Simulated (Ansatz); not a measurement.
Gas-phase electronic energies from Ansatz, PBE0-D4/def2-TZVP geometries. CBS: MP2 limit from def2 TZ/QZ plus the TZ coupled-cluster correction, frozen cores. This one scheme is used for every species. DFT in def2-TZVPP. HSE06 is defined as in plane-wave codes. Triplets are unrestricted, without spin–orbit coupling. def2 core potentials past Kr. For Sb outer-core shells are correlated without core-valence functions, which leaves a few kJ/mol of doubt a bond.

`[CH3][SbH][CH3]` → `[CH2]` (triplet) + `[CH3][SbH2]`  (formal loss of a carbene)

(1) Is it downhill or uphill in electronic energy at CCSD(T)/CBS, and by how much? (Best estimate.)

(2) What do these levels give: r2SCAN0-D4, HSE06-D4, PBE0, BHLYP, CAM-B3LYP, MP2/def2-SVP, CCSD/def2-SVP, CCSD(T)/def2-SVP, SCS-MP2/def2-TZVPP, CCSD/def2-TZVPP, CCSD(T)/def2-TZVPP, MP2/CBS(def2)? (Best estimate.)

Largest T1 diagnostic among the species: 0.013.

Answers

(1) Computed: Uphill: ΔE = +460.2 kJ/mol.

(2) The calculation gave: r2SCAN0-D4 426.7, HSE06-D4 450.9, PBE0 444.7, BHLYP 425.4, CAM-B3LYP 442.5, MP2/def2-SVP 436.0, CCSD/def2-SVP 413.9, CCSD(T)/def2-SVP 422.5, SCS-MP2/def2-TZVPP 460.5, CCSD/def2-TZVPP 432.0, CCSD(T)/def2-TZVPP 444.5, MP2/CBS(def2) 478.2 kJ/mol.

Leaving LDA and LC-ωPBE aside and taking each functional with its dispersion term where it has one, the values, not all of them listed here, spread over 36.2 kJ/mol, from r2SCAN0-D4 to ωB97X-V. LDA lies +65.5 kJ/mol from PBE without D4. From BLYP to BHLYP (50 % exact exchange), in def2-TZVPP and without D4, ΔE moves by −8.7 kJ/mol. At CCSD(T), def2-SVP lies −37.7 kJ/mol from the extrapolated value and def2-TZVPP −15.7 kJ/mol.
